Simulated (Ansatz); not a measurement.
Basis-set series for CH3ClFNOSi, SMILES `C=N[Si](O)(F)Cl`. Total charge 0; spin multiplicity 1. The structure was optimised at the PBE0-D4/def2-TZVP level. It is one conformer, not always the lowest.

```json
{"functional": "PBE0-D4", "basis": "def2-SVP", "functions": "107", "energy (Eh)": "-1018.58751", "HOMO (eV)": "-7.67", "LUMO (eV)": "-1.30"}
{"functional": "PBE0-D4", "basis": "def2-TZVPP", "functions": "250", "energy (Eh)": "-1019.19318", "HOMO (eV)": "-7.80", "LUMO (eV)": "-1.48"}
{"functional": "ωB97M-V", "basis": "def2-SVP", "functions": "107", "energy (Eh)": "-1019.02234", "HOMO (eV)": "-9.99", "LUMO (eV)": "1.07"}
{"functional": "ωB97M-V", "basis": "def2-TZVPP", "functions": "250", "energy (Eh)": "-1019.63376", "HOMO (eV)": "-10.15", "LUMO (eV)": "0.78"}
```

Problem. Give the rows for def2-QZVPP. (An estimate is asked.)

Solution. The calculation gave: 
| functional | basis | functions | energy (Eh) | HOMO (eV) | LUMO (eV) |
| --- | --- | --- | --- | --- | --- |
| PBE0-D4 | def2-QZVPP | 458 | -1019.23243 | -7.83 | -1.54 |
| ωB97M-V | def2-QZVPP | 458 | -1019.67073 | -10.19 | 0.66 |

Positive LUMOs are unbound and depend on the basis.

All numbers were calculated with Ansatz.
